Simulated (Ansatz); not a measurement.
Born–Oppenheimer molecular dynamics of BFH3OSi (7 atoms, charge 1, multiplicity 1). It starts from a relaxed structure.

Theory: RKS PBE-D4/def2-SVP in Ansatz.

| Property | Result |
| --- | --- |
| ensemble | NVT, Langevin thermostat |
| time step | 0.5 fs |
| steps asked | 300 |
| set temperature | 700 K |
| friction | 0.001 /fs |
| seed | 926826 |

Frames 10 fs apart, positions in Å, forces in eV/Å.

Velocities at 10.0 fs (Å/ps):

```
B -2.75 0.86 -2.75
O 0.27 -4.50 -0.27
Si 0.12 1.38 5.82
F 1.58 3.43 -7.92
H -17.77 10.11 0.33
H 3.92 -13.00 -9.15
H 9.35 7.11 26.61
```

```xyz
7
Properties=species:S:1:pos:R:3:forces:R:3 time_fs=10.0 energy_less_start_eV=0.266 T=258
B -0.153 1.511 -0.129 -0.23 1.02 0.05
O -0.096 0.135 -0.055 0.21 -1.35 1.35
Si 0.082 -1.420 0.202 -0.35 0.70 0.22
F 1.534 -1.998 0.073 0.55 -0.33 -0.13
H -0.344 1.690 -1.278 -0.11 1.10 -0.77
H -0.084 2.339 0.816 0.06 -1.09 -0.61
H -1.012 -2.316 0.605 -0.12 -0.05 -0.11
7
Properties=species:S:1:pos:R:3:forces:R:3 time_fs=20.0 energy_less_start_eV=0.123 T=400
B -0.196 1.516 -0.217 0.38 0.00 1.73
O -0.093 0.101 -0.036 -0.53 2.03 -0.64
Si 0.088 -1.406 0.262 0.61 -1.46 0.25
F 1.555 -1.971 -0.008 -0.47 -0.09 0.12
H -0.497 2.013 -1.267 -0.03 -0.28 -0.21
H 0.049 2.116 0.868 -0.22 -0.37 -1.06
H -0.971 -2.293 0.832 0.25 0.18 -0.18
7
Properties=species:S:1:pos:R:3:forces:R:3 time_fs=30.0 energy_less_start_eV=0.188 T=302
B -0.230 1.483 -0.265 0.47 0.78 0.83
O -0.114 0.128 -0.042 -0.31 -2.09 -0.20
Si 0.119 -1.421 0.321 0.45 1.32 -0.61
F 1.566 -1.951 -0.086 -0.42 -0.13 0.20
H -0.603 2.041 -1.266 -0.13 -0.47 -0.18
H 0.163 2.017 0.742 -0.07 0.62 -0.01
H -0.868 -2.265 1.021 0.01 -0.03 -0.02
7
Properties=species:S:1:pos:R:3:forces:R:3 time_fs=40.0 energy_less_start_eV=0.136 T=353
B -0.235 1.488 -0.258 -0.99 -1.53 -2.08
O -0.137 0.077 -0.063 -0.04 0.79 0.68
Si 0.163 -1.411 0.355 0.54 0.29 -0.26
F 1.567 -1.935 -0.163 -0.10 -0.30 0.10
H -0.769 1.677 -1.353 0.24 0.30 0.53
H 0.148 2.257 0.519 0.48 0.57 1.00
H -0.728 -2.279 1.131 -0.14 -0.13 0.03
7
Properties=species:S:1:pos:R:3:forces:R:3 time_fs=50.0 energy_less_start_eV=0.098 T=352
B -0.289 1.447 -0.311 -0.94 -0.54 -1.25
O -0.150 0.062 -0.051 0.02 0.88 0.57
Si 0.215 -1.401 0.382 0.01 -0.25 -0.02
F 1.560 -1.943 -0.236 0.29 -0.32 -0.03
H -0.942 1.605 -1.342 0.30 0.18 0.38
H 0.134 2.314 0.391 0.30 -0.10 0.41
H -0.621 -2.321 1.189 0.02 0.16 -0.06
7
Properties=species:S:1:pos:R:3:forces:R:3 time_fs=60.0 energy_less_start_eV=0.148 T=314
B -0.386 1.389 -0.408 0.93 1.29 1.58
O -0.156 0.085 0.012 -0.23 -1.21 -0.25
Si 0.270 -1.397 0.399 -0.35 0.48 -0.43
F 1.563 -1.966 -0.308 0.17 -0.10 0.06
H -1.081 1.738 -1.324 -0.09 -0.44 -0.22
H 0.211 2.145 0.396 -0.51 -0.16 -0.81
H -0.539 -2.299 1.247 0.07 0.13 0.08
7
Properties=species:S:1:pos:R:3:forces:R:3 time_fs=70.0 energy_less_start_eV=0.085 T=468
B -0.468 1.379 -0.449 1.25 -0.21 1.47
O -0.180 0.054 0.076 -0.42 1.30 -0.78
Si 0.319 -1.394 0.399 0.20 -0.37 -0.05
F 1.573 -1.993 -0.373 -0.24 0.09 0.19
H -1.228 1.461 -1.364 -0.21 -0.06 -0.21
H 0.168 2.263 0.183 -0.66 -0.63 -0.66
H -0.392 -2.190 1.413 0.09 -0.13 0.04
7
Properties=species:S:1:pos:R:3:forces:R:3 time_fs=80.0 energy_less_start_eV=0.216 T=378
B -0.524 1.325 -0.438 -0.49 -0.84 -0.87
O -0.216 0.068 0.117 1.11 -0.54 0.55
Si 0.370 -1.395 0.396 -0.38 0.78 0.59
F 1.575 -2.013 -0.430 -0.18 0.14 -0.08
H -1.316 1.096 -1.301 -0.48 0.50 -0.39
H -0.044 2.392 -0.192 0.33 -0.06 0.57
H -0.144 -2.127 1.591 0.09 0.02 -0.37
7
Properties=species:S:1:pos:R:3:forces:R:3 time_fs=90.0 energy_less_start_eV=0.123 T=508
B -0.624 1.220 -0.503 -1.37 -0.83 -0.86
O -0.190 0.066 0.173 0.08 -0.14 -0.43
Si 0.419 -1.371 0.400 0.67 -0.34 0.08
F 1.571 -2.018 -0.497 -0.47 0.43 0.02
H -1.554 1.095 -1.324 0.66 -0.07 0.55
H -0.111 2.219 -0.220 0.67 1.06 0.39
H 0.133 -2.138 1.607 -0.23 -0.12 0.25
7
Properties=species:S:1:pos:R:3:forces:R:3 time_fs=100.0 energy_less_start_eV=0.254 T=383
B -0.732 1.128 -0.574 -0.15 -0.29 0.64
O -0.169 0.048 0.201 -1.02 0.25 -1.28
Si 0.481 -1.359 0.413 0.32 -0.88 0.63
F 1.538 -2.000 -0.576 -0.03 0.16 -0.19
H -1.739 1.027 -1.311 0.94 -0.26 0.58
H -0.096 2.062 -0.214 -0.02 0.96 -0.38
H 0.250 -2.128 1.652 -0.02 0.06 0.00
7
Properties=species:S:1:pos:R:3:forces:R:3 time_fs=110.0 energy_less_start_eV=0.112 T=578
B -0.791 1.066 -0.554 0.15 0.75 -0.64
O -0.185 0.037 0.172 0.75 -1.01 0.26
Si 0.550 -1.364 0.440 -0.65 0.92 0.22
F 1.502 -1.969 -0.667 0.05 -0.03 -0.02
H -1.733 0.671 -1.210 -0.07 0.27 0.09
H -0.286 2.211 -0.566 -0.36 -0.93 0.26
H 0.329 -2.060 1.732 0.13 0.03 -0.18
7
Properties=species:S:1:pos:R:3:forces:R:3 time_fs=120.0 energy_less_start_eV=0.273 T=366
B -0.862 1.012 -0.569 1.05 0.72 0.35
O -0.179 -0.017 0.141 0.19 0.85 0.04
Si 0.608 -1.344 0.466 0.57 -0.07 -1.25
F 1.470 -1.936 -0.762 -0.49 0.20 1.00
H -1.784 0.535 -1.058 -1.57 -0.37 -0.84
H -0.537 2.220 -0.703 0.19 -1.19 0.53
H 0.541 -2.001 1.772 0.06 -0.15 0.18
```

Of the whole run (150 fs, mean temperature of the second half 442 K): The mean temperature of the second half is 37 % below the set value. A run of 0.15 ps of so small a system gives no equilibrium averages. Limits of this set-up: the dipole of an ion depends on the origin.

Run time: 2.9 min on 1 thread of AMD EPYC 9R45 (Zen 5) (shared host), peak memory 0.11 GiB.
